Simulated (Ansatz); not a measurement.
What each rung costs, and what it gives

The pair of OH⁻ (SMILES [OH-], atoms 1–2) and BF$_{3}$ (SMILES FB(F)F, atoms 3–6), both closed shells, in one local arrangement (a lower one may exist), relaxed at PBE0-D4/def2-TZVPD:

```json
{"atom": "O1", "x (Å)": "-0.1023", "y (Å)": "-0.2936", "z (Å)": "-1.1342"}
{"atom": "H2", "x (Å)": "0.1523", "y (Å)": "0.5318", "z (Å)": "-1.5475"}
{"atom": "F3", "x (Å)": "-0.9002", "y (Å)": "0.9312", "z (Å)": "0.7344"}
{"atom": "B4", "x (Å)": "-0.0318", "y (Å)": "-0.1104", "z (Å)": "0.3035"}
{"atom": "F5", "x (Å)": "-0.4000", "y (Å)": "-1.3101", "z (Å)": "0.9298"}
{"atom": "F6", "x (Å)": "1.2820", "y (Å)": "0.2510", "z (Å)": "0.7139"}
```

Interaction energies are counterpoise-corrected; the time is that of the whole pair.

Computed with Ansatz 0.2.0 (basis: as named in each row); correlated methods freeze the cores. B3LYP uses VWN-RPA correlation. Extrapolation: Hartree–Fock as exp(−7.88 √X), correlation as X^−2.97.

Times are rough, for one single point on 4 threads of a shared host (Intel Xeon 6975P-C).

The estimate by CCSD(T) at an estimated basis limit (MP2 extrapolated from triple and quadruple zeta, plus CCSD(T) − MP2 in triple zeta) is -139.43 kcal/mol.

```
   method        basis  time (s)  interaction energy (kcal/mol)  method less estimate
       HF       STO-3G   under 1                        -135.87                  3.57
   PBE-D4       STO-3G   under 1                         -92.20                 47.23
    SPW92     def2-SVP   under 1                        -146.15                 -6.71
 B3LYP-D4        6-31G   under 1                        -141.95                 -2.52
   PBE-D4     def2-SVP   under 1                        -133.00                  6.43
  PBE0-D4     def2-SVP   under 1                        -146.60                 -7.16
   PBE-D4  def2-TZVPPD   under 1                        -127.46                 11.97
revPBE-D4  def2-TZVPPD   under 1                        -124.16                 15.28
  wB97M-V     def2-SVP   under 1                        -143.68                 -4.24
  CCSD(T)     def2-SVP   under 1                        -139.11                  0.32
  BLYP-D4  def2-TZVPPD   under 1                        -122.56                 16.87
  PBE0-D4  def2-TZVPPD   under 1                        -139.71                 -0.28
r2SCAN-D4  def2-TZVPPD         1                        -137.33                  2.10
 B3LYP-D4  def2-TZVPPD         1                        -134.05                  5.38
 HSE06-D4  def2-TZVPPD         1                        -139.63                 -0.20
   B2PLYP  def2-TZVPPD         2                        -133.28                  6.15
  wB97X-V  def2-TZVPPD         2                        -138.55                  0.88
   B97M-V  def2-TZVPPD         2                        -136.48                  2.95
  wB97M-V  def2-TZVPPD         2                        -137.34                  2.10
      MP2  def2-QZVPPD         5                        -135.43                  4.01
  CCSD(T)  def2-TZVPPD        22                        -135.90                  3.53
```

The T1 diagnostic stays at or below 0.026.
